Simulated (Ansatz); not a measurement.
F2Sn, charge -1, doublet, geometry from GFN2-xTB (such geometries of metal compounds can be far from the true shape) (a state made from the parent by changing its charge; the spin is typed, not shown lowest) (all electrons, no relativity) (a gas-phase anion, which may not be bound at this level); Ansatz (an electronic-structure program) with R2SCAN/3-21G.

Here is a job for Ansatz.
Ansatz 0.2 input:
```yaml
crystal:
  periodic: [false, false, false]
  atoms:
    - {symbol: Sn, position_ang: [0.01391959, -0.00751882, 0.33026563]}
    - {symbol: F, position_ang: [0.87048971, 1.67444647, -0.91807744]}
    - {symbol: F, position_ang: [-0.94782076, -1.63267523, -0.91673164]}
basis:
  gaussian:
    orbitals: 3-21G.json
hamiltonian:
  xc: r2scan
total_charge: -1
magnetization: {spin_polarized: true, initial_magnetization: 1}
scf: {lower_state_search: full}
```
The basis file holds 3-21G in the JSON format of the Basis Set Exchange.

Q: Predict the main parts of the log of this Ansatz run.

A: 
```
Functional definition: r2SCAN
627 factors; their error is unknown
mean field evaluation 1: about -168645.4489 eV, gradient 2.2e1 eV
mean field evaluation 2: about -168640.4779 eV, gradient 4.5e1 eV
mean field evaluation 4: about -168647.4989 eV, gradient 1.3e0 eV
mean field evaluation 8: about -168647.4705 eV, gradient 1.5e-1 eV
mean field evaluation 16: about -168647.4706 eV, gradient 1.6e-5 eV
mean field evaluation 32: about -168647.5094 eV, gradient 6.2e-2 eV
mean field evaluation 64: about -168647.4903 eV, gradient 1.9e0 eV
mean field -168647.47058701 eV, -6197.6802307112 hartree, gradient 1.6e-5 eV, S^2 0.751488; 3 other end points of the search recorded, 0 dependent functions left out
reference -168647.47059797 eV, -6197.6802311142 hartree; 35, 34 occupied and 16, 17 virtual orbitals, 627 factors
Total energy: -168647.47059797 eV, -6197.6802311142 hartree
```
